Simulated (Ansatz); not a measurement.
Ansatz (a first-principles code) input (BLYP/6-31G* with LANL2DZ past Ar): The .json file joins the Basis Set Exchange's 6-31G* for atoms up to Ar and LANL2DZ past it.

Ansatz 0.2 input:
```yaml
crystal:
  periodic: [false, false, false]
  atoms:
    - {symbol: Cl, position_ang: [-0.00000000, -0.00000000, -1.39210320]}
    - {symbol: Br, position_ang: [0.00000000, 0.00000000, 0.67616441]}
basis:
  gaussian:
    orbitals: 6-31Gs+LANL2DZ.json
hamiltonian:
  xc: {name: BLYP}
total_charge: 1
magnetization: {spin_polarized: true, initial_magnetization: 1}
output: {forces: true}
```

Problem. Predict the final energy.

Solution. -472.87141 Eh.
